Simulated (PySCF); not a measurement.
## RbMg and its ions

B97-3; PySCF, scalar-relativistic core potentials, basis sets Rb def2-SVPD with ECP28, Mg def2-SVPD. Neutral (UKS): doublet (σ ↑), Re = 4.132 Å, ωe = 68.2 cm⁻¹, De = 0.13 eV, HOMO -2.77 eV, LUMO -1.54 eV.

RbMg⁻ (UKS): singlet (closed shell), Re = 4.534 Å, ωe = 48.3 cm⁻¹, De = 0.21 eV to Rb⁻ + Mg. The energies at the minima are -224.07295 hartree for RbMg and -224.09667 for RbMg⁻.

Q: Work out the adiabatic electron affinity, without and with harmonic zero-point energies (1 hartree = 27.2114 eV, 1 eV = 8065.5 cm⁻¹), and the change of the bond length.

A: At B97-3: 0.02372 hartree = 0.645 eV between the minima; the zero-point term (68.2 − 48.3)/2 cm⁻¹ = +0.001 eV makes it 0.647 eV. Re changes by +40.2 pm against the neutral. The electron enters a σ orbital; the charge polarises the partner, so the anion is bound more strongly.

Closed-shell solutions of metal pairs were not tested for spin polarisation, which can lower them a little. Weak bonds: RbMg, RbMg⁻. Basis-set superposition, not corrected here, can be much of De in a small basis, most of all at correlated wavefunction levels. For an ion De counts to the pair picked by the measured ionisation energies or electron affinities, which need not be the lowest pair at this level. The highest Kohn–Sham level is positive in this anion. Much of that is self-interaction error, but it also means that the finite basis helps to hold the extra electron. States were picked by a PBE0 search and need not be the measured ground states.
